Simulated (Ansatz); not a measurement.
Program: Ansatz. Geometries: PBE0-D4/def2-TZVP. ΔE: electronic, gas phase. CCSD(T)/CBS is the MP2 limit (def2-TZVPP, def2-QZVPP) plus CCSD(T) − MP2 in def2-TZVPP, frozen cores. Functionals use def2-TZVPP. Each species was taken in one conformer, which may not be the lowest.

Consider the formal exchange of groups at a B–S bond: `[SiH3]OB(S)S` + `CC(O)O[SiH3]` → `[SiH3]OB(S)O[SiH3]` + `CC(O)S`.

(1) Is it downhill or uphill in electronic energy at CCSD(T)/CBS, and by how much? (Best estimate.)

(2) What do these levels give: PBE-D4, PBE0-D4, ωB97M-V, B2PLYP, HF/def2-TZVPP, MP2/def2-TZVPP, SCS-MP2/def2-TZVPP, CCSD(T)/def2-TZVPP, MP2/def2-QZVPP, HF/CBS(def2), MP2/CBS(def2), CCSD/CBS(def2)? (An estimate is asked.)

Largest T1 diagnostic among the species: 0.013.

## Answers

(1) The calculation gave: Downhill: ΔE = -13.1 kcal/mol.

(2) Computed: PBE-D4 -10.6, PBE0-D4 -11.5, ωB97M-V -12.8, B2PLYP -12.5, HF/def2-TZVPP -14.1, MP2/def2-TZVPP -12.4, SCS-MP2/def2-TZVPP -12.7, CCSD(T)/def2-TZVPP -12.3, MP2/def2-QZVPP -12.9, HF/CBS(def2) -14.6, MP2/CBS(def2) -13.1, CCSD/CBS(def2) -13.6 kcal/mol.

From PBE to PBE0 (25 % exact exchange), in def2-TZVPP and without D4, ΔE moves by −0.9 kcal/mol. In def2-TZVPP, CCSD(T) changes the Hartree–Fock value by +1.8 kcal/mol (the triples alone add +0.5 kcal/mol) and MP2 by +1.7 kcal/mol.
